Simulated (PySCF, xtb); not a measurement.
Te(SeH)(SiH3) (H4SeSiTe), SMILES [SiH3][Te][SeH]. Other conformers were not sampled.

Harmonic wavenumbers (cm⁻¹) from GFN2-xTB run with xtb 6.7.1 at its own minimum, in rising order: 69, 79, 161, 243, 335, 490, 494, 638, 753, 760, 790, 2021, 2282, 2287, 2322.

Question: What does PBE0-D3(BJ)/def2-SVP (PySCF) give at its own minimum? (Estimate from the structure and the level; the computed values follow.)

Answer: 79, 128, 229, 246, 335, 547, 554, 694, 876, 919, 937, 2223, 2243, 2251, 2432. Paired by order, the mean absolute difference is 75 cm⁻¹ and the zero-point energies are 19.6 and 21.0 kcal/mol.
